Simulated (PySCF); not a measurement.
A geometry optimisation, step by step.

Species: C₇H₇BrSe.
Bonds: C1–Se2, Se2–C3, C3–C4 (aromatic), C4–C5 (aromatic), C5–C6 (aromatic), C6–Br7, C6–C8 (aromatic), C8–C9 (aromatic), C3–C9 (aromatic). Hydrogens: H10, H11, H12 on C1; H13 on C4; H14 on C5; H15 on C8; H16 on C9.

Method: PBE0-D3(BJ)/def2-SVP geometry optimisation, gas phase in PySCF 2.14.0; density fitting, grid level 1; the optimiser is geomeTRIC in internal coordinates, started from a GFN2-xTB structure with every atom displaced at random (about 0.01 Å). The frame can shift and turn from step to step; on so coarse a grid that alone can change the energy by a few meV, and forces under 0.02 eV/Å are noise.

Step 0: E = -142722.9226 eV, largest atomic force 3.734 eV/Å
```
atom  x, y, z in Å  |  force x, y, z in eV/Å
C1      3.113   -0.298    0.341   -1.408   1.093   0.088
Se2     1.990    1.332    0.208    0.215  -0.228   0.017
C3      0.210    0.601    0.171    2.067   0.281   0.255
C4     -0.004   -0.755    0.249   -3.664   0.654  -0.304
C5     -1.347   -1.216    0.215    0.791   0.956   0.130
C6     -2.384   -0.292    0.125    0.032  -0.658  -0.058
Br7    -4.169   -0.924    0.097    0.095   0.128  -0.011
C8     -2.114    1.070    0.049   -1.205  -0.215   0.134
C9     -0.826    1.515    0.099    0.367   0.617  -0.301
H10     4.122    0.064    0.369    0.853   0.250  -0.053
H11     2.922   -0.902   -0.527    0.048  -0.558  -0.575
H12     2.869   -0.805    1.263   -0.057  -0.412   0.481
H13     0.735   -1.467    0.321    2.083  -1.641   0.182
H14    -1.572   -2.263    0.289   -0.063  -0.649  -0.001
H15    -2.951    1.754   -0.021   -0.149   0.302  -0.038
H16    -0.612    2.582    0.031   -0.005   0.081   0.054
```

Step 1: E = -142723.1363 eV, largest atomic force 0.935 eV/Å
```
atom  x, y, z in Å  |  force x, y, z in eV/Å
C1      3.684   -0.117    0.157    0.252  -0.035   0.022
Se2     2.690    1.522    0.359   -0.001   0.033  -0.041
C3      0.937    0.812    0.450   -0.437   0.070  -0.148
C4      0.628   -0.549    0.524    0.736  -0.543   0.197
C5     -0.691   -0.989    0.571   -0.181  -0.119  -0.088
C6     -1.730   -0.064    0.507    0.053   0.030   0.062
Br7    -3.521   -0.645    0.549   -0.067  -0.049  -0.007
C8     -1.449    1.299    0.426    0.103   0.046   0.021
C9     -0.127    1.728    0.405    0.051  -0.006   0.009
H10     4.740    0.194    0.105   -0.109  -0.108  -0.026
H11     3.416   -0.668   -0.761   -0.010   0.141   0.138
H12     3.547   -0.746    1.047    0.058  -0.076  -0.038
H13     1.433   -1.313    0.579   -0.471   0.464  -0.076
H14    -0.916   -2.057    0.645    0.054   0.107  -0.012
H15    -2.261    2.025    0.374   -0.030   0.021   0.017
H16     0.079    2.800    0.346    0.000   0.024  -0.030
```

Step 2: E = -142723.1543 eV, largest atomic force 0.171 eV/Å
```
atom  x, y, z in Å  |  force x, y, z in eV/Å
C1      3.705   -0.131    0.190   -0.027   0.020   0.055
Se2     2.684    1.511    0.322    0.036   0.061  -0.018
C3      0.914    0.822    0.405    0.116  -0.046  -0.032
C4      0.632   -0.546    0.487   -0.050  -0.002   0.019
C5     -0.690   -0.982    0.544   -0.012  -0.071   0.008
C6     -1.732   -0.059    0.525    0.021  -0.018   0.005
Br7    -3.516   -0.668    0.602   -0.011   0.022   0.001
C8     -1.464    1.308    0.448   -0.013  -0.027  -0.024
C9     -0.145    1.743    0.384    0.105  -0.051   0.030
H10     4.758    0.174    0.122   -0.025   0.025  -0.023
H11     3.433   -0.699   -0.709   -0.011   0.013  -0.003
H12     3.579   -0.747    1.091   -0.007  -0.014   0.002
H13     1.434   -1.291    0.515   -0.118   0.121  -0.022
H14    -0.910   -2.049    0.607   -0.006  -0.007   0.001
H15    -2.282    2.030    0.430   -0.006  -0.008   0.008
H16     0.059    2.815    0.318    0.009  -0.017  -0.007
```

Step 3: E = -142723.1543 eV, largest atomic force 0.186 eV/Å
```
atom  x, y, z in Å  |  force x, y, z in eV/Å
C1      3.724   -0.113    0.206   -0.050   0.000   0.041
Se2     2.682    1.516    0.300   -0.042  -0.076   0.007
C3      0.918    0.803    0.385   -0.034  -0.013   0.026
C4      0.609   -0.558    0.468    0.064  -0.028  -0.035
C5     -0.713   -0.999    0.535    0.031   0.182   0.017
C6     -1.743   -0.062    0.534    0.000  -0.009  -0.015
Br7    -3.539   -0.636    0.629    0.028   0.011   0.003
C8     -1.454    1.301    0.457   -0.077   0.055  -0.020
C9     -0.134    1.728    0.377   -0.028  -0.005   0.019
H10     4.770    0.205    0.122    0.024   0.021  -0.018
H11     3.452   -0.698   -0.681   -0.003  -0.034  -0.036
H12     3.612   -0.717    1.117   -0.026   0.013   0.004
H13     1.399   -1.305    0.478    0.121  -0.097   0.000
H14    -0.937   -2.064    0.593    0.009  -0.017   0.003
H15    -2.266    2.031    0.454    0.000  -0.006   0.000
H16     0.077    2.799    0.309   -0.017   0.001   0.004
```

Step 4: E = -142723.1576 eV, largest atomic force 0.070 eV/Å
```
atom  x, y, z in Å  |  force x, y, z in eV/Å
C1      3.705   -0.120    0.206    0.019  -0.005   0.017
Se2     2.682    1.517    0.298   -0.011  -0.003  -0.005
C3      0.921    0.808    0.387   -0.017   0.008   0.011
C4      0.626   -0.556    0.466   -0.041   0.040  -0.010
C5     -0.697   -0.988    0.535   -0.018  -0.038   0.005
C6     -1.735   -0.060    0.532    0.010   0.007  -0.003
Br7    -3.526   -0.645    0.627    0.009  -0.012   0.002
C8     -1.457    1.305    0.455    0.035  -0.022  -0.003
C9     -0.135    1.729    0.381   -0.019   0.067   0.001
H10     4.755    0.190    0.118    0.009  -0.009  -0.009
H11     3.427   -0.707   -0.679    0.005  -0.008  -0.008
H12     3.587   -0.718    1.121   -0.005   0.005  -0.002
H13     1.421   -1.302    0.474    0.019  -0.028   0.002
H14    -0.920   -2.055    0.595   -0.004  -0.009   0.002
H15    -2.271    2.032    0.450    0.008  -0.002  -0.001
H16     0.074    2.800    0.316    0.001   0.010   0.002
```

Step 5: E = -142723.1570 eV, largest atomic force 0.096 eV/Å
```
atom  x, y, z in Å  |  force x, y, z in eV/Å
C1      3.696   -0.130    0.207    0.021   0.005   0.005
Se2     2.684    1.516    0.292    0.021   0.025  -0.013
C3      0.919    0.821    0.386    0.038   0.000  -0.003
C4      0.629   -0.545    0.462    0.015  -0.040   0.005
C5     -0.690   -0.989    0.535    0.014   0.040  -0.009
C6     -1.727   -0.061    0.531   -0.010  -0.014   0.005
Br7    -3.514   -0.658    0.629   -0.023   0.011   0.000
C8     -1.454    1.306    0.456   -0.038   0.038   0.002
C9     -0.137    1.744    0.383    0.001  -0.096   0.004
H10     4.748    0.171    0.116   -0.007  -0.004  -0.003
H11     3.414   -0.722   -0.675    0.004   0.008   0.006
H12     3.572   -0.720    1.126    0.002  -0.002  -0.002
H13     1.429   -1.288    0.469   -0.028   0.027   0.000
H14    -0.908   -2.057    0.594    0.002   0.013   0.000
H15    -2.272    2.027    0.452   -0.012   0.001   0.001
H16     0.067    2.816    0.320    0.000  -0.012   0.001
```

Step 6: E = -142723.1578 eV, largest atomic force 0.041 eV/Å
```
atom  x, y, z in Å  |  force x, y, z in eV/Å
C1      3.702   -0.126    0.207    0.008   0.001   0.008
Se2     2.683    1.516    0.292    0.009   0.011  -0.011
C3      0.919    0.815    0.386    0.010   0.000  -0.002
C4      0.626   -0.550    0.463    0.010  -0.019   0.004
C5     -0.695   -0.989    0.535    0.004   0.016  -0.007
C6     -1.731   -0.060    0.532   -0.001  -0.009   0.004
Br7    -3.520   -0.651    0.629   -0.010   0.004   0.000
C8     -1.455    1.306    0.456   -0.012   0.020   0.002
C9     -0.136    1.738    0.383    0.001  -0.041   0.001
H10     4.754    0.179    0.116   -0.005  -0.002  -0.003
H11     3.423   -0.719   -0.675    0.002   0.004   0.003
H12     3.582   -0.717    1.125    0.000  -0.002  -0.001
H13     1.423   -1.295    0.469   -0.013   0.014   0.000
H14    -0.915   -2.056    0.594    0.001   0.006   0.000
H15    -2.272    2.030    0.452   -0.004   0.001   0.001
H16     0.070    2.810    0.320    0.001  -0.004   0.001
```

Step 7: E = -142723.1580 eV, largest atomic force under 0.02 eV/Å
```
atom  x, y, z in Å  |  force x, y, z in eV/Å
C1      3.705   -0.125    0.210    0.002  -0.001   0.006
Se2     2.683    1.515    0.281   -0.001  -0.001  -0.008
C3      0.920    0.812    0.380   -0.001   0.000   0.005
C4      0.625   -0.552    0.456   -0.004   0.004  -0.005
C5     -0.698   -0.988    0.532    0.000   0.002   0.001
C6     -1.733   -0.058    0.534   -0.001  -0.001   0.000
Br7    -3.523   -0.646    0.637    0.001   0.001   0.001
C8     -1.456    1.307    0.459    0.002   0.001  -0.002
C9     -0.136    1.735    0.382   -0.003   0.002   0.001
H10     4.756    0.181    0.116    0.001  -0.001  -0.001
H11     3.427   -0.725   -0.666    0.002  -0.001  -0.002
H12     3.586   -0.709    1.133   -0.002   0.001  -0.001
H13     1.420   -1.299    0.459    0.004  -0.005   0.001
H14    -0.920   -2.055    0.590   -0.001  -0.001   0.001
H15    -2.270    2.033    0.460    0.000   0.000   0.000
H16     0.073    2.807    0.319    0.000   0.000   0.001
```

Q: Summarise the path.

A: The energy falls by 0.2353 eV from step 0 to step 7; nine tenths of that is first reached at step 1. It rises by more than 0.2 meV at step 5. The largest force goes from 3.734 to under 0.02 eV/Å. Among the bonds C4–H13 changes most, from 1.028 to 1.091 Å; the atoms move by 0.043 Å rms after alignment.

What follows is the cost of the whole optimisation. The run took 2.7 min wall on one thread, AMD EPYC 9R14 (x86_64), no GPU, shared host with 192 logical CPUs at a one-minute load of 96, and the process peaked at 1.2 GiB of memory.
